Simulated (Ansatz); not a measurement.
Ansatz (an electronic-structure program) input (CAM-B3LYP/def2-TZVPD):

Ansatz 0.2 input:
```yaml
crystal:
  periodic: [false, false, false]
  atoms:
    - {symbol: Si, position_ang: [0.00354153, -0.36391811, 0.00784918]}
    - {symbol: Cl, position_ang: [-0.07534761, 0.84779013, -1.66583968]}
    - {symbol: Cl, position_ang: [0.05814285, 0.92012622, 1.62770832]}
    - {symbol: N, position_ang: [1.38360809, -1.32909017, 0.17633484]}
    - {symbol: N, position_ang: [-1.35741815, -1.36211953, -0.11828940]}
    - {symbol: H, position_ang: [1.57724935, -2.05829848, -0.49207889]}
    - {symbol: H, position_ang: [2.21927074, -0.96468535, 0.60389461]}
    - {symbol: H, position_ang: [-2.19983178, -1.03281157, -0.56081153]}
    - {symbol: H, position_ang: [-1.53711831, -2.06546124, 0.58102234]}
basis:
  gaussian:
    orbitals: def2-TZVPD
hamiltonian:
  xc: {name: CAM-B3LYP}
magnetization: {spin_polarized: true, initial_magnetization: 2}
```

Output:

```
Functional definition: CAM-B3LYP
integrals: 0.30 GiB planned
1438 factors; their error is unknown
integrals: 0.34 GiB planned
479 factors; integrals over basis functions are off by at most 3.7e-5 eV
mean field: 3.27 GiB planned
mean field evaluation 1: about -35954.6897 eV, gradient 5.8e1 eV
mean field evaluation 2: about -35933.6102 eV, gradient 8.5e1 eV
mean field evaluation 4: about -35967.6845 eV, gradient 5.2e0 eV
mean field evaluation 8: about -35968.0915 eV, gradient 2.0e0 eV
mean field evaluation 16: about -35968.3792 eV, gradient 4.3e-2 eV
mean field evaluation 32: about -35968.4241 eV, gradient 2.2e-3 eV
mean field evaluation 64: about -35968.5373 eV, gradient 1.8e0 eV
mean field -35968.69511503 eV, -1321.8251650203 hartree, gradient 2.8e-5 eV, S^2 2.004525; 6 other end points of the search recorded, 0 dependent functions left out
reference -35968.69524933 eV, -1321.8251699554 hartree; 34, 32 occupied and 211, 213 virtual orbitals, 1438 factors
Total energy: -35968.69524933 eV, -1321.8251699554 hartree
```

This state (charge 0, triplet) is run at the relaxed geometry of the species with charge 0 and multiplicity 1, and is a spin state other than that species' own.
